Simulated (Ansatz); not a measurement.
Born–Oppenheimer molecular dynamics of C$_{2}$H$_{7}$BN$_{2}$ (12 atoms, charge 0, multiplicity 1). It starts from a relaxed structure.

All numbers below come from RKS LDA/STO-3G in Ansatz.

| Item | Value |
| --- | --- |
| ensemble | NVE (velocity Verlet) |
| time step | 0.5 fs |
| steps asked | 250 |
| starting velocities drawn for | 300 K |
| masses | H 3.016 u |
| seed | 707659 |

First frame:

```xyz
12
Properties=species:S:1:pos:R:3
B -1.474 0.760 0.694
C -0.047 0.231 0.975
C 0.824 -0.167 -0.223
N 2.068 0.280 -0.266
N 0.196 -1.067 -1.124
H -2.043 1.386 1.513
H -2.038 0.493 -0.308
H -0.232 -0.687 1.588
H 0.547 0.898 1.627
H 2.480 -0.120 -1.182
H 0.642 -1.112 -2.072
H -0.845 -0.949 -1.187
```

(1) How far do the bonds stretch over the last three quarters of this one trajectory? (Pairs bonded in most of those frames.)

Results:

(1) 
```tsv
bond	mean (Å)	spread (Å)	shortest	longest
B1–C2	1.552	0.013	1.52	1.58
B1–H6	1.179	0.023	1.15	1.22
B1–H7	1.183	0.024	1.14	1.22
C2–C3	1.544	0.020	1.51	1.57
C2–H8	1.121	0.025	1.08	1.17
C2–H9	1.104	0.010	1.08	1.13
C3–N4	1.321	0.005	1.31	1.33
C3–N5	1.416	0.015	1.39	1.44
N4–H10	1.081	0.013	1.06	1.10
N5–H11	1.048	0.023	1.01	1.09
N5–H12	1.048	0.013	1.01	1.07
```

Mean temperature of the second half: 144 K. The conserved energy stayed within 0.079 meV per atom of its start (net change 0.053 meV per atom), so the integration is sound. Over the second half the temperature averaged 0.48 of the 300 K drawn at the start: a run that starts near a minimum puts about half its kinetic energy into the potential. A run of 0.12 ps of so small a system gives no equilibrium averages. Limits of this set-up: minimal basis.

Time of the run: 7.6 min on 1 thread of Arm Neoverse N1, with other jobs on the host, peak memory 0.078 GiB.
